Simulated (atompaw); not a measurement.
PBE PAW (atompaw) dataset for Ni, scalar-relativistic all-electron reference.

Input for atompaw 4.2.0.5:

```
Ni 28
GGA-PBE scalarrelativistic loggrid 1500 logderivrange -5 5 251
4 4 3 0 0 0
4 0 0
4 1 0
3 2 7
0 0 0
c
c
c
v
c
c
v
v
2
2.40 2.10 2.25 1.55
y
-2.15
n
y
1
n
y
-3.1
n
custom rrkj gramschmidtortho sinc
bessel
2.40
2.40
2.40
2.40
1.50
1.50
PWSCFOUT
UPFDX 0.0125d0 UPFXMIN -7.d0 UPFZMESH 28.d0
END
```

Command:

```bash
atompaw < Ni.input > Ni.log
```

Output (summary file):

```
Completed calculations for Ni (AE)

 Exchange-correlation type: GGA, Perdew-Burke-Ernzerhof

 Radial integration grid is logarithmic
 r0 =   2.9784097E-04 h =   8.3395472E-03   n =      1500 rmax =   8.0000000E+01

 Scalar relativistic calculation

 AEatom converged in  21 iterations
   nz     =  28.00
   delta  =       3.910157372996E-17

 All Electron Orbital energies:
  n  l      occupancy      energy
  1  0      2.0000000E+00 -6.0655021E+02
  2  0      2.0000000E+00 -7.5132868E+01
  3  0      2.0000000E+00 -1.1067646E+01
  4  0      0.0000000E+00 -2.4602539E+00
  2  1      6.0000000E+00 -6.5051737E+01
  3  1      6.0000000E+00 -8.1368086E+00
  4  1      0.0000000E+00 -1.8703311E+00
  3  2      7.0000000E+00 -3.4590775E+00

 Total energy
   Total                    :    -3036.36015664208935

 ---
 Completed calculations for Ni (SC)

 Exchange-correlation type: GGA, Perdew-Burke-Ernzerhof

 Radial integration grid is logarithmic
 r0 =   2.9784097E-04 h =   8.3395472E-03   n =      1500 rmax =   8.0000000E+01

 Scalar relativistic calculation

 SCatom converged in   1 iterations
   nz     =  28.00
   delta  =       6.129861413641E-17

 Valence Electron Orbital energies:
  n  l      occupancy      energy
   4  0      0.0000000E+00 -2.4602539E+00
   4  1      0.0000000E+00 -1.8703311E+00
   3  2      7.0000000E+00 -3.4590775E+00

 Total energy
   Total                    :    -3036.36015665077775
   Valence                  :     -180.12739215163271

 PAW parameters:
       lmax =            2
         rc =    2.4092052526396808
        irc =         1080
   rc_shape =    2.1082253355666856
    rc_vloc =    2.2536970828958158
    rc_core =    1.5613851616050811
   Vloc: truncated form - Vps(r)=A.sin(qr)/r for r<rc
   Projector type: RRKJ pseudization + Gram-Schmidt ortho.
   Sinc^2 compensation charge shape zeroed at   2.1082E+00

 Number of basis functions     6
 No.   n  nodes  l      Energy         Cp coeff         Occ
  1    4    3    0   -0.2460254E+01  0.1000000E+01  0.0000000E+00
  2  999    4    0   -0.2150000E+01  0.3331152E-02  0.0000000E+00
  3    4    2    1   -0.1870331E+01  0.1000000E+01  0.0000000E+00
  4  999    3    1    0.1000000E+01  0.3077320E+00  0.0000000E+00
  5    3    0    2   -0.3459078E+01  0.1000000E+01  0.7000000E+01
  6  999    1    2   -0.3100000E+01  0.9563099E-02  0.0000000E+00

 Eigenvalues of overlap operator (in the basis of projectors):
    1        1.07676236E-01
    2        3.20325629E-01
    3        3.46210760E-01
    4        5.15453054E-01
    5        1.45814634E+00
    6        1.26792964E+01

 Orbital leakage outside PAW augmentation regions
   orb  is_core?  %out_of_sphere
   1 0    T          -0.00
   2 0    T           0.00
   3 0    T           0.01
   4 0    F          31.55
   2 1    T           0.00
   3 1    T           0.04
   4 1    F          48.03
   3 2    F           0.95

 Summary of PAW energies
   Total valence energy     :   -180.12739293805581
   Smooth energy            :     36.16244185498443
   One center               :   -216.28983479304023
   Smooth kinetic           :     26.73950951136135
   Vloc energy              :      6.44245162830581
   Smooth exch-corr         :     -5.78882913705090
   One-center xc            :   -118.55816846634954
```

The run took about 1.4 s on one core of a shared server CPU.
